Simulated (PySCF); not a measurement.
H₄OSeSi.
Bonds: O1–Si2, Si2–Se3. Hydrogens: H4 on O1; H5, H6 on Si2; H7 on Se3.

Computed, not measured: PBE0-D3(BJ)/def2-SVP geometry optimisation, gas phase in PySCF 2.14.0.

Problem. What internal coordinates does the optimisation give?

Solution. 
| bond | length (bohr) | order |
| --- | --- | --- |
| O1–Si2 | 3.138 | single |
| Si2–Se3 | 4.315 | single |
| O1–H4 | 1.818 | single |
| Si2–H5, Si2–H6 | 2.813 | single |
| Se3–H7 | 2.781 | single |

Bonds in one row agree within 0.02 bohr and their mean is given. Orders are formal, as drawn. A selection of angles:
| angle | degrees |
| --- | --- |
| Si2–O1–H4 | 116.3 |
| O1–Si2–Se3 | 112.8 |
| O1–Si2–H5 | 113.3 |
| O1–Si2–H6 | 104.9 |
| Se3–Si2–H5 | 102.6 |
| Se3–Si2–H6 | 111.9 |
| H5–Si2–H6 | 111.5 |
| Si2–Se3–H7 | 93.1 |

Torsions: H4–O1–Si2–Se3 -49° (synclinal); H7–Se3–Si2–O1 -62° (synclinal). The mirror-image conformer, all signs reversed, is as good.

Se3 (selenium bonded to Si and H) is bent (angle 93.1°). Si2 (oxygen-bound silicon) is distorted tetrahedral (angles from 102.6° to 113.3°).

No PBE0-D3(BJ)/def2-SVP frequencies stand behind this structure, so it isn't proved a minimum. The numbers are those of one conformer (H–O1–Si2–Se3 -49°, O1–Si2–Se3–H -62°).
